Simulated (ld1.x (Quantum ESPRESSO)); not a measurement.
## Before and after: TM potential for Ga (Z = 31)

Ga, norm-conserving Troullier–Martins (Kleinman–Bylander form), made with ld1.x (Quantum ESPRESSO) 7.5 (PBE, scalar-relativistic). Core [Ar] 3d10, reference 4s2 4p1. Waves: 4s (bound): rc 1.40 bohr; 4p (bound): rc 1.65 bohr; 4d channel at -0.05 Ry: rc 1.80 bohr. Local part: all-electron potential smoothed inside 1.50 bohr (lloc = -1). Core correction: none.

Change: local potential all-electron potential smoothed inside 1.25 bohr (lloc = -1).

Cutoffs: the cutoffs (Ry, on a coarse ladder) from which the occupation-weighted sum of valence levels, in a spherical-Bessel basis at the reference potential, stays within 10 and 1 mRy of its value at 400 Ry; they do not see the model core or the augmentation charge, which bear on the density cutoff. Errors are all-electron minus pseudo energies relative to the spin-unpolarised reference configuration.

**Question.** What does the change do?

**Answer.** The potential gets neither clearly harder nor softer (35 Ry and 80 Ry → 35 Ry and 80 Ry); the bound ghosts move from d to d, s; of the 7 tests that both files solve, the error grows in 0 and shrinks in 4 by more than 15 % and 0.3 meV (median size 13.1 → 6.8 meV); the range in which the s phases agree widens (upper end 0.3 → at the end of the scan). In the separable form a ghost depends on how the local part lies against the semilocal potential of the channel, so the choice of the local part can create or remove one.

```csv
quantity,base,changed
"cutoff, loose",35 Ry,35 Ry
"cutoff, tight",80 Ry,80 Ry
loose cutoff by channel (10 mRy a level),"s 30 Ry, p 6 Ry","s 35 Ry, p 6 Ry"
bound ghosts,d,"d, s"
"error for 4s2 4p0, meV [ΔE 5.69 eV]",+13,+6.8
"error for 4s1 4p0, meV [ΔE 26.82 eV]",+85,+40
"error for 4s2 4p0.5, meV [ΔE 2.03 eV]",+2.2,+1.3
"error for 4s0 4p3, meV [ΔE 13.37 eV]",+99,+101
"error for 4s2 4p1.3, meV [ΔE -0.53 eV]",+0.5,+0.4
"error for 4s1 4p1, meV [ΔE 13.06 eV]",+12,+4.3
"error for 4s1 4p2, meV [ΔE 6.54 eV]",+19,+17
s: phases at 1.96 bohr within 0.05 rad from the reference energy up to (Ry; the scan ends near 5),0.3,to the end of the scan
p: phases at 1.96 bohr within 0.05 rad from the reference energy up to (Ry; the scan ends near 5),1.1,0.8
d: phases at 1.96 bohr within 0.05 rad from the reference energy up to (Ry; the scan ends near 5),0.8,0.7
```

 A true bound ghost makes a file unfit for plane-wave use even where its test errors are small: the radial tests pick states by their node count and pass the ghost by.
